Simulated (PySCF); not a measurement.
## Magnetisability: `InChI=1S/C8H8O/c9-5-7-3-1-2-6-4-8(6)7/h1-3,9H,4-5H2`

Cartesian coordinates in Å; atom numbers follow the order of the lines, from 1:
```xyz
17

O    -2.6481   -1.3510    0.4638
C    -1.6956   -1.2327   -0.5719
C    -0.5926   -0.2601   -0.2455
C    -0.8710    1.0706    0.1495
C     0.1141    1.9827    0.4699
C     1.4895    1.6682    0.4311
C     1.7231    0.3870    0.0575
C     0.7387   -0.5264   -0.2587
C     2.1537   -0.9857   -0.3251
H    -2.1918   -1.6014    1.2748
H    -1.2606   -2.2133   -0.8141
H    -2.2614   -0.8803   -1.4399
H    -1.9072    1.3700    0.2042
H    -0.1777    2.9804    0.7629
H     2.2439    2.3989    0.6809
H     2.5240   -1.6527    0.4462
H     2.6120   -1.1423   -1.2955
```

Computed, not measured: PySCF, GIAO PBE/pcSseg-1 magnetisability, rotational g tensor and spin-rotation constants, non-relativistic, gas phase. Geometry: GFN2-xTB.

Question: How diamagnetic is it, and how anisotropic?

Answer: Isotropic -1300 × 10⁻³⁰ J/T², or -78.3 × 10⁻⁶ cm³/mol; principal values -2037, -953, -909 × 10⁻³⁰ J/T², anisotropy 1106 × 10⁻³⁰ J/T² (root of half the summed squared differences of the principal values). The susceptibility is in cgs units.

Question: Split it along the inertial axes a, b, c into diamagnetic and paramagnetic parts about the centre of mass, with the quadrupole moment.

Answer: 
```tsv
axis	χ (10⁻⁶ cm³/mol)	diamagnetic (10⁻⁶ cm³/mol)	paramagnetic (10⁻⁶ cm³/mol)	summed x² of all electrons (Å²)	quadrupole Θ (D Å)
a	-58.7	-516.0	457.3	210.3	-6.87
b	-55.5	-980.6	925.1	100.8	+5.62
c	-120.5	-1319.8	1199.3	20.8	+1.25
```
Anisotropies 2χaa − χbb − χcc = +58.6 and 2χbb − χaa − χcc = +68.1 × 10⁻⁶ cm³/mol. Θ is traceless in Buckingham's convention.

Question: And the rotational g tensor?

Answer: 
| axis | rotational constant (GHz) | g | nuclear part | electronic part |
| --- | --- | --- | --- | --- |
| a | 3.0232 | -0.0433 | 0.6062 | -0.6495 |
| b | 1.3447 | -0.0259 | 0.5585 | -0.5844 |
| c | 0.9819 | +0.0122 | 0.5654 | -0.5532 |

Asymmetric top; isotopes 12C, 1H, 16O; no vibrational averaging.
